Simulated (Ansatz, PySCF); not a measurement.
Pair of molecules: N2 (SMILES N#N) (first 2 atoms) with CH3Cl (SMILES CCl); geometry from B3LYP-D3(BJ)/def2-TZVP.
(charge 0, multiplicity 1):
```xyz
7

N      0.218    -0.376    -0.164
N      1.102     0.083    -0.608
C     -0.952    -0.664     3.071
Cl     0.433     0.458     3.280
H     -0.565    -1.631     2.765
H     -1.472    -0.742     4.021
H     -1.607    -0.259     2.306
```

Monomers are frozen at their geometry in the pair; levels with a basis set take the counterpoise correction. Rows marked so take none.

Rows in 3-21G carry no dispersion term and start afresh at each structure.

Codes used: Ansatz (Gaussian orbitals); PySCF for 3-21G rows. 

Task: One of these levels gives -0.31 kcal/mol for the interaction energy. Which one is it?
(A) PBE/def2-TZVPPD
(B) BLYP/def2-TZVPPD
(C) B3LYP/3-21G (no counterpoise)

Result: A, PBE/def2-TZVPPD. The others give 0.57 (BLYP/def2-TZVPPD), -1.01 (B3LYP/3-21G (no counterpoise))

Ansatz is an electronic-structure program.
